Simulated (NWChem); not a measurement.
Species: GeH$_{2}$S$_{2}$, singlet; SMILES [SH][Ge][SH]

```xyz
5

Ge     0.0000     0.0000     0.7638
S     -1.6743     0.0000    -0.7741
H     -2.6460     0.0000     0.1653
S      1.6743     0.0000    -0.7741
H      2.6460     0.0000     0.1653
```
Atoms are numbered in this order, from 1.

Program: NWChem. Low-valent species are run as closed-shell singlets; no triplet was tried in these runs. All runs use the structure optimised with B3LYP/6-31G* (spherical d). Vertical excitations in the gas phase.

### Question
What does the run give for PBE/def2-SVPD, TDA? Quantities: lowest excitation, singlet (eV); oscillator strength of that lowest state; lowest state with f > 0.02, singlet (eV); oscillator strength of that bright state; orbital gap (eV).

### Answer
The lowest excitation, singlet (eV) comes out as 3.68 and the oscillator strength of that lowest state is 0.012. The lowest state with f > 0.02, singlet (eV) is 3.98 and the oscillator strength of that bright state is 0.072. The orbital gap (eV) is 3.12.
